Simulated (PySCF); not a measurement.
C2H10O2Si2, SMILES O[SiH2]CC[SiH2]O.

Geometry: PBE-D3(BJ)/def2-SVP. The structure was generated by enumeration, and PubChem lists no compound with its InChIKey, so it may never have been made. Other conformers were not sampled.

All values below come from PBE-D3(BJ)/def2-SVP (PySCF 2.14.0).

Frequencies are harmonic and unscaled.

Q: List the normal modes with their intensities. (The exact figures need the calculation; the answer reports its results.)

A: 
```json
[
 {"mode": "1", "ν (cm⁻¹)": "35", "IR (km/mol)": "0.2", "moving atoms (share of kinetic energy)": "O 53 %, H 23 %, Si 15 %, C 9 %"},
 {"mode": "2", "ν (cm⁻¹)": "59", "IR (km/mol)": "2.4", "moving atoms (share of kinetic energy)": "Si 45 %, H 32 %, O 11 %, C 11 %"},
 {"mode": "3", "ν (cm⁻¹)": "90", "IR (km/mol)": "2.1", "moving atoms (share of kinetic energy)": "O 45 %, Si 25 %, H 21 %, C 9 %"},
 {"mode": "4", "ν (cm⁻¹)": "139", "IR (km/mol)": "10.8", "moving atoms (share of kinetic energy)": "H 33 %, Si 30 %, O 19 %, C 17 %"},
 {"mode": "5", "ν (cm⁻¹)": "148", "IR (km/mol)": "22.7", "moving atoms (share of kinetic energy)": "H 51 %, C 23 %, O 13 %, Si 13 %"},
 {"mode": "6", "ν (cm⁻¹)": "185", "IR (km/mol)": "65.5", "moving atoms (share of kinetic energy)": "H 72 %, C 14 %"},
 {"mode": "7", "ν (cm⁻¹)": "197", "IR (km/mol)": "45.8", "moving atoms (share of kinetic energy)": "H 57 %, O 27 %, Si 13 %"},
 {"mode": "8", "ν (cm⁻¹)": "239", "IR (km/mol)": "79.8", "moving atoms (share of kinetic energy)": "O 43 %, H 38 %, Si 15 %"},
 {"mode": "9", "ν (cm⁻¹)": "374", "IR (km/mol)": "5.1", "moving atoms (share of kinetic energy)": "C 50 %, H 26 %, O 17 %"},
 {"mode": "10", "ν (cm⁻¹)": "458", "IR (km/mol)": "12.7", "moving atoms (share of kinetic energy)": "H 87 %"},
 {"mode": "11", "ν (cm⁻¹)": "497", "IR (km/mol)": "6.6", "moving atoms (share of kinetic energy)": "H 90 %, Si 9 %"},
 {"mode": "12", "ν (cm⁻¹)": "632", "IR (km/mol)": "51.2", "moving atoms (share of kinetic energy)": "C 46 %, Si 29 %, H 22 %"},
 {"mode": "13", "ν (cm⁻¹)": "648", "IR (km/mol)": "58.6", "moving atoms (share of kinetic energy)": "H 61 %, C 21 %, Si 16 %"},
 {"mode": "14", "ν (cm⁻¹)": "681", "IR (km/mol)": "2.3", "moving atoms (share of kinetic energy)": "H 54 %, C 26 %, Si 18 %"},
 {"mode": "15", "ν (cm⁻¹)": "692", "IR (km/mol)": "125.3", "moving atoms (share of kinetic energy)": "H 87 %"},
 {"mode": "16", "ν (cm⁻¹)": "778", "IR (km/mol)": "11.5", "moving atoms (share of kinetic energy)": "H 75 %, C 18 %"},
 {"mode": "17", "ν (cm⁻¹)": "806", "IR (km/mol)": "152.7", "moving atoms (share of kinetic energy)": "O 47 %, H 35 %, Si 16 %"},
 {"mode": "18", "ν (cm⁻¹)": "812", "IR (km/mol)": "98.3", "moving atoms (share of kinetic energy)": "O 47 %, H 36 %, Si 16 %"},
 {"mode": "19", "ν (cm⁻¹)": "850", "IR (km/mol)": "8.8", "moving atoms (share of kinetic energy)": "H 71 %, C 24 %"},
 {"mode": "20", "ν (cm⁻¹)": "867", "IR (km/mol)": "318.8", "moving atoms (share of kinetic energy)": "H 84 %"},
 {"mode": "21", "ν (cm⁻¹)": "875", "IR (km/mol)": "67.3", "moving atoms (share of kinetic energy)": "H 80 %, O 12 %"},
 {"mode": "22", "ν (cm⁻¹)": "883", "IR (km/mol)": "97.0", "moving atoms (share of kinetic energy)": "H 68 %, Si 17 %, O 13 %"},
 {"mode": "23", "ν (cm⁻¹)": "893", "IR (km/mol)": "102.6", "moving atoms (share of kinetic energy)": "H 73 %, Si 17 %"},
 {"mode": "24", "ν (cm⁻¹)": "916", "IR (km/mol)": "101.2", "moving atoms (share of kinetic energy)": "H 76 %, Si 17 %"},
 {"mode": "25", "ν (cm⁻¹)": "923", "IR (km/mol)": "78.2", "moving atoms (share of kinetic energy)": "H 86 %, Si 11 %"},
 {"mode": "26", "ν (cm⁻¹)": "998", "IR (km/mol)": "3.9", "moving atoms (share of kinetic energy)": "H 51 %, C 48 %"},
 {"mode": "27", "ν (cm⁻¹)": "1043", "IR (km/mol)": "27.2", "moving atoms (share of kinetic energy)": "H 94 %"},
 {"mode": "28", "ν (cm⁻¹)": "1094", "IR (km/mol)": "5.5", "moving atoms (share of kinetic energy)": "H 60 %, C 37 %"},
 {"mode": "29", "ν (cm⁻¹)": "1222", "IR (km/mol)": "6.4", "moving atoms (share of kinetic energy)": "H 67 %, C 32 %"},
 {"mode": "30", "ν (cm⁻¹)": "1232", "IR (km/mol)": "3.4", "moving atoms (share of kinetic energy)": "H 73 %, C 26 %"},
 {"mode": "31", "ν (cm⁻¹)": "1376", "IR (km/mol)": "4.2", "moving atoms (share of kinetic energy)": "H 94 %"},
 {"mode": "32", "ν (cm⁻¹)": "1384", "IR (km/mol)": "4.6", "moving atoms (share of kinetic energy)": "H 92 %, C 8 %"},
 {"mode": "33", "ν (cm⁻¹)": "2116", "IR (km/mol)": "114.6", "moving atoms (share of kinetic energy)": "H 97 %"},
 {"mode": "34", "ν (cm⁻¹)": "2126", "IR (km/mol)": "123.8", "moving atoms (share of kinetic energy)": "H 97 %"},
 {"mode": "35", "ν (cm⁻¹)": "2185", "IR (km/mol)": "98.8", "moving atoms (share of kinetic energy)": "H 97 %"},
 {"mode": "36", "ν (cm⁻¹)": "2194", "IR (km/mol)": "106.9", "moving atoms (share of kinetic energy)": "H 97 %"},
 {"mode": "37", "ν (cm⁻¹)": "2949", "IR (km/mol)": "30.4", "moving atoms (share of kinetic energy)": "H 94 %"},
 {"mode": "38", "ν (cm⁻¹)": "2956", "IR (km/mol)": "11.3", "moving atoms (share of kinetic energy)": "H 95 %"},
 {"mode": "39", "ν (cm⁻¹)": "3002", "IR (km/mol)": "4.9", "moving atoms (share of kinetic energy)": "H 91 %, C 9 %"},
 {"mode": "40", "ν (cm⁻¹)": "3010", "IR (km/mol)": "12.2", "moving atoms (share of kinetic energy)": "H 91 %, C 9 %"},
 {"mode": "41", "ν (cm⁻¹)": "3767", "IR (km/mol)": "70.0", "moving atoms (share of kinetic energy)": "H 94 %"},
 {"mode": "42", "ν (cm⁻¹)": "3772", "IR (km/mol)": "72.2", "moving atoms (share of kinetic energy)": "H 94 %"}
]
```
